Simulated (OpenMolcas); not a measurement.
Computed levels of 4s2 4p2 in ions with 32 electrons, in cm-1 above 3P0.

* Program: OpenMolcas
* Method: SS-CASPT2, IPEA 0.25 Eh, imaginary shift 0.1 Eh
* Basis: ANO-RCC-VTZP
* Scalar Hamiltonian: DKH2, point nucleus
* Spin-orbit coupling: RASSI with atomic mean-field integrals over the reference wave functions, term energies averaged over their components

Active space for each ion: 4 electrons in 4 orbitals (4s 4p); closed shells correlated by CASPT2: 3d.

```tsv
Level	Ge	As+	Br3+	Kr4+
3P1	515	953	2370	3350
3P2	1318	2280	5150	6940
1D2	8230	9830	15880	19190
1S0	17690	21560	32700	38260
```

Problem. Estimate 3P2, 1D2, 1S0 for Se2+ from its neighbours As+ and Br3+.

Solution. 3P2 is fine structure, which grows about as the fourth power of a screened charge, so the fourth roots are averaged: ((2280^0.25 + 5150^0.25) / 2)^4 = 3498. The calculation gives 3560, so the estimate is off by -1.7 %; the measured value is 3937 (Moore, Atomic Energy Levels, vol. II, NSRDS-NBS 35 (1971 reprint of NBS Circular 467, 1952)).
1D2 is another term, which grows about linearly with the charge: (9830 + 15880) / 2 = 12855. The calculation gives 12740, so the estimate is off by +0.9 %; the measured value is 13032 (Moore, Atomic Energy Levels, vol. II, NSRDS-NBS 35 (1971 reprint of NBS Circular 467, 1952)).
1S0 is another term, which grows about linearly with the charge: (21560 + 32700) / 2 = 27130. The calculation gives 27180, so the estimate is off by -0.2 %.

CASPT2 breaks the degeneracy within a term, and the mean is taken; among the terms shown or strongly mixed into the levels shown the widest spread is 12 cm-1 (4s2 4p2 1D, As+). Over all roots computed the reference weight is 0.89 to 0.96 in Ge, 0.86 to 0.98 in As+, 0.86 to 0.98 in Se2+, 0.87 to 0.99 in Br3+, 0.87 to 0.99 in Kr4+; the roots of lowest weight are the least certain, and an intruder state may touch them. Terms from blocks run as CI alone lack orbitals of their own. Some high roots are left out of the spin-orbit mixing, which shifts the levels that they would mix with (holds for Ge; As+). Some terms miss by over 15 % even with CASPT2, which points to a basis or an active space too small for the shells correlated (holds for Ge). Computed and measured levels are paired by configuration, term and J; levels that our copy of the source lacks, or whose pairing is in doubt (as where it misses far off the trend of its configuration), stay unpaired and out of the deviations. Levels of configurations outside the active space are missing.
